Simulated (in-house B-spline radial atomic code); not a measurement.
Computed with a B-spline radial atomic code. Model: two electrons, singlet ground state, non-relativistic, full CI in B-splines with partial waves to l = 8 (at full coupling up to 3e-4 hartree above the limit, correlation up to 0.6 % small), density held at that of full coupling by Lieb maximisation.

Along the adiabatic connection the electron repulsion is scaled by a coupling λ while a local potential keeps the density fixed. At λ = 0 the system is the Kohn-Sham one and W equals the exchange energy; the exchange-correlation energy is the area under W between 0 and 1. The kinetic energy rises with λ as the electrons avoid each other, with dT/dλ = −λ dW/dλ.

Command:
```bash
python run_ac.py task.json out
```
Settings (lengths in bohr, energies in hartree):
```
potential              dot
strength               2.06
lmax                   8
second                 1
```

Run time, properties included: 6.7 s on 1 thread of Intel(R) Xeon(R) Processor @ 2.30GHz, with other jobs on the host.

**W = mean repulsion less Hartree energy, and W of three functionals.**

Given: confinement charge in harmonic well; well frequency 2.06 hartree; nuclear charge 1; external potential omega^2 r^2/2 - Z/r.

Computed: PBE exchange minus exact 52.025 millihartree; SCAN exchange minus exact 7.1963 millihartree.

```tsv
coupling	W xc (hartree)	W xc minus exchange (millihartree)	kinetic minus Kohn-Sham (millihartree)	LDA (PW92) W minus its exchange (millihartree)	PBE W minus its exchange (millihartree)	SCAN W minus its exchange (millihartree)
0	-1.2791	0	0	0	0	0
0.02	-1.281	-1.88	0.02	-12.53	-2.64	-1.89
0.05	-1.2838	-4.675	0.12	-25.85	-6.59	-4.66
0.12	-1.2902	-11.079	0.66	-49.92	-15.58	-10.94
0.25	-1.3017	-22.552	2.78	-84	-31.44	-22.06
0.4	-1.3143	-35.149	6.86	-115.11	-48.43	-34.17
0.6	?	?	?	?	?	?
0.8	-1.3449	-65.711	25.06	-177.69	-88.16	-63.36
1	-1.3587	-79.518	37.47	-202.56	-105.58	-76.56
1.4	-1.3837	-104.6	67.46	-244.52	-136.65	-100.67
2	-1.416	-136.9	122.09	-294.57	-176	-132.11
3	-1.4591	-179.95	228.75	-357.36	-228.1	-175.02
4.5	?	?	?	?	?	?
7	-1.5593	-280.14	702.74	-498.86	-353.12	-280.37
10	-1.5997	-320.57	1042.1	-557.79	-407.24	-324.58
```

Q: What belongs in the row 0.6?

A: W xc (hartree): -1.3301; W xc minus exchange (millihartree): -50.951; kinetic minus Kohn-Sham (millihartree): 14.74; LDA (PW92) W minus its exchange (millihartree): -149.11; PBE W minus its exchange (millihartree): -69.21; SCAN W minus its exchange (millihartree): -49.27.

Q: What belongs in the row 4.5?

A: W xc (hartree): -1.5066; W xc minus exchange (millihartree): -227.42; kinetic minus Kohn-Sham (millihartree): 404.7; LDA (PW92) W minus its exchange (millihartree): -424.35; PBE W minus its exchange (millihartree): -286.22; SCAN W minus its exchange (millihartree): -223.96.

Q: What is the LDA exchange minus exact?

A: 188.31 millihartree.

**Energy parts, natural occupations and partial-wave weights.**

Computed: total energy 3.8568 hartree; exchange energy -1.2791 hartree; correlation energy -0.042047 hartree; kinetic part of the DFT correlation energy 0.037472 hartree; kinetic part over minus potential part 0.47123; Hartree energy 2.5583 hartree; Kohn-Sham kinetic 3.8161 hartree.

```csv
natural,occupation of the shell (electrons)
s,1.99
p,0.0083704
s,?
d,0.00034913
p,0.00010765
f,4.4719e-05
```

Q: What belongs in the row s?

A: occupation of the shell (electrons): 0.0010107.

```tsv
wave	weight
s	0.99554
p	?
d	0.00018528
f	2.5112e-05
g	5.7509e-06
```

Q: What belongs in the row p?

A: weight: 0.0042426.

Q: What is the Lieb Oxford ratio E_xc over LDA exchange?

A: 1.2112.

Q: What is the initial slope twice GL2?

A: -0.09436 hartree.

Half-way to full coupling W has made 54 % of its drop, against 50 % for a straight line, and second-order (GL2) theory, half the initial slope, overshoots the correlation energy by about 12 %: a moderate bend, as in light atoms. Over couplings 0 to 1 the errors in E_xc come to about +106 millihartree for LDA, +37 millihartree for PBE, +8.6 millihartree for SCAN, so SCAN is nearest. In LDA and PBE the errors of exchange and correlation have opposite signs, so the sum is smaller than the larger of the two.
